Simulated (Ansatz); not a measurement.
PH₃AuCl⁺, that is Au(PH3)Cl with one electron fewer. Total charge 1; doublet. Geometry PBE-D4/def2-TZVP, that of the neutral singlet; atoms count from 1.

```xyz
6

Au    0.954    1.075    0.121
P    -0.515   -0.579   -0.065
H    -0.258   -1.798    0.616
H    -0.794   -1.101   -1.355
H    -1.846   -0.356    0.376
Cl    2.459    2.760    0.307
```

In the def2 sets Au takes a core potential; there is no spin–orbit coupling.

Estimate the Mulliken populations from the PBE0/def2-TZVP orbitals of Ansatz.


| atom | charge (e) | spin (α − β) | d electrons |
| --- | --- | --- | --- |
| Au1 | 0.43 | 0.15 | 9.45 |
| P2 | -0.14 | 0.00 | – |
| H3 | 0.18 | 0.00 | – |
| H4 | 0.18 | 0.00 | – |
| H5 | 0.19 | 0.01 | – |
| Cl6 | 0.15 | 0.83 | – |
Mulliken values depend strongly on the basis.

Where does the spin sit?

Summed by element: Au 0.15, P 0.00, H 0.02, Cl 0.83, of 1 unpaired in all. Largest on single atoms: Cl6 0.83, Au1 0.15, H5 0.01.

And the Mayer bond orders between heavy atoms (over 0.3)?

Au1–P2 0.98 (2.22 Å); Au1–Cl6 0.84 (2.27 Å).
